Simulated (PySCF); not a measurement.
Isomers of C8H16OS. Level of theory: PBE0-D3(BJ)/def2-SVP geometry optimisation, gas phase in PySCF 2.14.0. One conformer each; no zero-point energy, no entropy. No frequencies were run at this level. Point groups hold within 0.08 Å.

**Question.** Order them by energy at this level, lowest first, and give relative energies in kJ/mol.
A. `[CH3:1][S:2][C@H:3]1[CH2:4][CH2:5][C@@H:6]([CH2:7][OH:8])[CH2:9][CH2:10]1` with C1–S2–C3–C4 170°, C5–C6–C7–O8 -179°, C6–C7–O8–H 61°, S2–C3–C4–C5 71°, C3–C4–C5–C6 54°, C4–C5–C6–C7 -179°, C5–C6–C9–C10 55°
B. `[CH3:1][CH:2]([CH3:3])[C@@:4]1([CH3:5])[CH2:6][CH2:7][S@:8](=[O:9])[CH2:10]1` with C1–C2–C4–C5 -61°, C2–C4–C6–C7 163°, C4–C6–C7–S8 -28°, C6–C7–S8–O9 111°, C7–S8–C10–C4 25°

**Answer.** A (0.0), B (121.1).

As drawn, the lower has an O–H bond, which the higher lacks; the higher has an S=O bond and a quaternary carbon, which the lower lacks.

```json
{"SMILES": "CS[C@H]1CC[C@@H](CO)CC1", "E (Eh)": "-786.92849", "E rel (kJ/mol)": "0.0", "dipole (D)": "2.36", "point group": "C1", "A, B, C (MHz)": "2156, 610.1, 566.3"}
{"SMILES": "CC(C)[C@@]1(C)CC[S@](=O)C1", "E (Eh)": "-786.88236", "E rel (kJ/mol)": "121.1", "dipole (D)": "4.22", "point group": "C1", "A, B, C (MHz)": "2187, 748.3, 684.4"}
```

**Question.** How do the relative energies change in single points at PBE0/pcSseg-1 (no added dispersion term) on the same geometries?

**Answer.** 
```csv
SMILES,PBE0-D3(BJ)/def2-SVP (kJ/mol),PBE0/pcSseg-1 (kJ/mol),shift
CS[C@H]1CC[C@@H](CO)CC1,0.0,0.0,0.0
CC(C)[C@@]1(C)CC[S@](=O)C1,121.1,108.0,-13.1
```

Each column counts from its own lowest isomer. The order is unchanged; the largest shift is 13.1 kJ/mol.
